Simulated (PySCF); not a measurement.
**Question.** Write a Z-matrix for `C[B-](C)(C)[PH2+]F` as optimised with PBE0-D3(BJ)/def2-SVP.

**Answer.** 
Z-matrix in Å and degrees, rows numbered from 1:
```
C 
B   1  1.6182
C   2  1.6531  1  112.92
C   2  1.6168  1  115.69  3  -133.32
P   2  1.9301  1  109.30  3   102.42
F   5  1.6080  2  124.67  1    65.06
H   1  1.1044  2  107.94  3    67.89
H   1  1.1025  2  113.30  3  -174.36
H   1  1.1038  2  114.50  3   -50.25
H   3  1.1036  2  115.99  1    47.78
H   3  1.1045  2  103.52  1   -67.59
H   3  1.1036  2  116.29  1   176.88
H   4  1.1042  2  108.22  1    65.87
H   4  1.1043  2  114.69  1  -175.49
H   4  1.1024  2  112.81  1   -51.80
H   5  1.4187  2  113.40  1   -57.92
H   5  1.4186  2  113.85  1  -171.66
```

P5 (phosphorus bonded to B, F and 2 H) is distorted tetrahedral (angles from 100.2° to 124.7°). The B–C distances run from 1.617 Å (B2–C4, drawn single) to 1.653 Å (B2–C3, drawn single), a spread of 0.036 Å. B2 (four-coordinate boron) has angles from 93.3° to 115.7°.

Theory: PBE0-D3(BJ)/def2-SVP geometry optimisation, gas phase in PySCF 2.14.0.

Whether it is a minimum is left open (no frequencies).
